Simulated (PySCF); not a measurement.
SMILES CC(C)CCC(F)(F)F, GFN2-xTB optimised geometry. Atoms within 1.6 Å of the plane z = 0.6 Å (x, y, z in Å): C4 (-1.55, -0.52, 1.13), C5 (-0.02, -0.53, 1.17), C6 (0.55, 0.25, 0.00), F7 (1.89, 0.25, 0.00), F8 (0.17, 1.54, 0.00), H11 (-2.17, -3.17, 1.54), H14 (-4.12, -1.46, 1.45), H17 (-1.89, -1.04, 0.23), H18 (-1.89, 0.51, 1.07), H19 (0.38, -1.54, 1.11), H20 (0.35, -0.05, 2.08).

Computed with CAM-B3LYP/def2-SVP (PySCF 2.14.0).

Map of the Laplacian of the electron density (e/bohr⁵) on the plane z = 0.6 Å:

```
|===============================|
|===============================|
|===============================|
|===============================|
|===============================|
|===============================|
|==============++++=============|
|=============+*##*+============|
|============++%@@%*+===========|
|============+*@@@@#+===========|
|============+*%@@@#+++=========|
|========+===++#@@%*++++++======|
|======++++++++****++*#%#*+=====|
|======+++++++++++***#@@@#+=====|
|=====++++++++++=--+*%@@@%++====|
|=====++++++++++- :+*%@@@#+=====|
|=====++++=+++++:.-+**#%#*+=====|
|=====+++-:=++++--++++++++======|
|=====++-  =+++*++++++++========|
|=====++- :=+++++++++===========|
|=====+++==++++++++++===========|
|======+++++++++++++============|
|========+++===+++++============|
|===============================|
|===============================|
|===============================|
|===============================|
|===============================|
|===============================|
|===============================|
|===============================|
```
Scale: ten equal steps from -0.812 (start of ' ') to 0.896 (end of '@'), in the order ' .:-=+*#%@'; x runs from -4.00 to 4.00, y from -4.00 (bottom) to 4.00 (top).
